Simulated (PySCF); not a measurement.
C2H9NSi3, SMILES C([C@H]([SiH3])[SiH2][SiH3])#N.

Geometry: ωB97X-D3(BJ)/def2-SVP. The structure was generated by enumeration; whether it is a known compound was not checked. Other conformers were not sampled.

These are r2SCAN/def2-TZVP in PySCF values and carry that method's errors.

The molecule is in vacuum.

- total energy = -1004.74741 hartree
- highest occupied level = -7.45 eV
- lowest empty level = -1.15 eV
- orbital gap = 6.30 eV
- dipole moment = 3.73 D
- quadrupole, principal values (traceless, Buckingham form, about the centre of nuclear charge) = -14.10, 5.59, 8.52 D·Å
- mean static polarisability = 110.9 bohr³ (16.43 Å³)
- polarisability, principal values = 88.8, 112.3, 131.5 bohr³
